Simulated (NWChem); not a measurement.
## Total energies of Mg

```xyz
1

Mg     0.0000     0.0000     0.0000
```
Charge 0, spin multiplicity 1.

Program: NWChem.

Basis set: def2-SVP (18 functions).

```json
[
 {"method": "RHF", "total energy (Ha)": "-199.53481"},
 {"method": "MP2", "total energy (Ha)": "-199.55492"},
 {"method": "B2PLYP", "total energy (Ha)": "-199.88274"},
 {"method": "PBE", "total energy (Ha)": "-199.87173"},
 {"method": "B3LYP", "total energy (Ha)": "-200.02024"},
 {"method": "TPSS", "total energy (Ha)": "-200.00996"}
]
```

Total energies of different functionals aren't comparable as a measure of quality: only differences taken within one method are. 

The correlated methods keep 5 core orbitals frozen. B3LYP has NWChem's definition, with VWN1-RPA local correlation.
